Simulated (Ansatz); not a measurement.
Ideal-gas functions of `C[S][SnH]([F])[F]` at 400 K and 1 bar, from an Ansatz frequency run at PBE0-D4/def2-TZVP.

Molar mass 204.82 g/mol, point group Cs (symmetry number 1), electronic degeneracy 1, moments of inertia 158.194, 332.356, 340.777 u Å². Harmonic wavenumbers (cm⁻¹, unscaled): 30, 105, 118, 150, 183, 214, 387, 538, 545, 626, 631, 711, 978, 988, 1352, 1466, 1478, 2001, 3075, 3170, 3178.

Use S(trans) = R[1.5 ln M + 2.5 ln T − 1.1517]; rotational temperatures θ = 24.2544 K / I; S(rot) = R[ln(√π/σ · √(T³/θAθBθC)) + 1.5]; for each mode x = 1.438777 ν̃/T, S = R[x/(eˣ − 1) − ln(1 − e⁻ˣ)] and H = RT x/(eˣ − 1); 1 cm⁻¹ = 0.0119627 kJ/mol; R = 8.31446 J/(mol·K).

**Question.** By hand: the entropy, in J/(mol·K).

**Answer.** Translation 181.3. Rotation: θ = 0.1533, 0.073, 0.0712 K, giving 121.6. Vibration, mode by mode: 26.83, 16.46, 15.50, 13.54, 11.94, 10.69, 6.20, 4.01, 3.93, 3.13, 3.08, 2.46, 1.14, 1.11, 0.38, 0.27, 0.26, 0.05, 0.00, 0.00, 0.00, in all 121.0. Electronic 0.0. Sum 423.9 J/(mol·K).

**Question.** By hand: H − E and G − E in kJ/mol, counted from the electronic energy.

**Answer.** Zero-point energy ½ × 21924 × 0.0119627 = 131.1; thermal vibration 22.8; translation, rotation and pV give 4 RT = 13.3. H − E = 167.2 kJ/mol, and G − E = 167.2 − 400 × 423.9/1000 = -2.4 kJ/mol.

Vibration gives 29 % of the entropy, 58.8 J/(mol·K) of it from the modes under 150 cm⁻¹: soft modes count most, and the harmonic formula is weakest for them. The sum counts one conformer and one mirror image; others add a mixing term.
